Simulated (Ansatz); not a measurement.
Compare A (`BC[SiH2]Cl`) with its isomer B (`CB[SiH2]Cl`).

Gas-phase electronic energies from Ansatz, PBE0-D4/def2-TZVP geometries. CCSD(T)/CBS is the MP2 limit (def2-TZVPP, def2-QZVPP) plus CCSD(T) − MP2 in def2-TZVPP, frozen cores. DFT in def2-TZVPP. One conformer a species, not always the lowest.

A:

```xyz
10

B     1.432   -0.344    0.655
C     0.440    0.639    0.010
Si   -1.162   -0.250   -0.394
Cl   -2.462    1.093   -1.257
H     2.173   -0.996   -0.023
H     1.438   -0.515    1.839
H     0.771    1.037   -0.956
H     0.129    1.455    0.670
H    -1.815   -0.776    0.826
H    -0.945   -1.343   -1.369
```

B:

```xyz
10

C     1.528   -0.311   -0.303
B     0.162    0.354   -0.616
Si   -1.396    0.143    0.641
Cl   -3.200    0.742   -0.172
H     1.688   -0.647    0.723
H     1.523   -1.218   -0.933
H     2.389    0.268   -0.646
H     0.032    0.968   -1.637
H    -1.164    0.968    1.861
H    -1.563   -1.269    1.082
```

(1) Which is lower in electronic energy at CCSD(T)/CBS, and by how much? (An estimate is asked.)

(2) Give E(B) − E(A) in kcal/mol with ωB97M-V, LDA (SPW92), CCSD/def2-TZVPP, CCSD(T)/def2-TZVPP, r2SCAN-D4, BLYP-D4, PBE-D4. (Estimate.)

(3) Does the order hold for the free energy at 298.15 K (harmonic terms from PBE0-D4)? (An estimate is asked.)

Largest T1 diagnostic: 0.010.

Answers

(1) The calculation gave: A, by 8.6 kcal/mol.

(2) Computed: ωB97M-V 9.1, LDA (SPW92) 6.5, CCSD/def2-TZVPP 8.5, CCSD(T)/def2-TZVPP 8.6, r2SCAN-D4 7.7, BLYP-D4 7.1, PBE-D4 6.1. None reverses the order clearly.

(3) The calculation gave: Yes: G(B) − G(A) = +8.1 kcal/mol, for one conformer each. Modes under 60 cm⁻¹, often nearly free rotors, make the harmonic entropy too high.

From BLYP to BHLYP (50 % exact exchange), in def2-TZVPP and without D4, E(B) − E(A) moves by +1.8 kcal/mol. Leaving LDA and LC-ωPBE aside and taking each functional with its dispersion term where it has one, the values spread over 3.0 kcal/mol, from PBE-D4 to ωB97M-V.
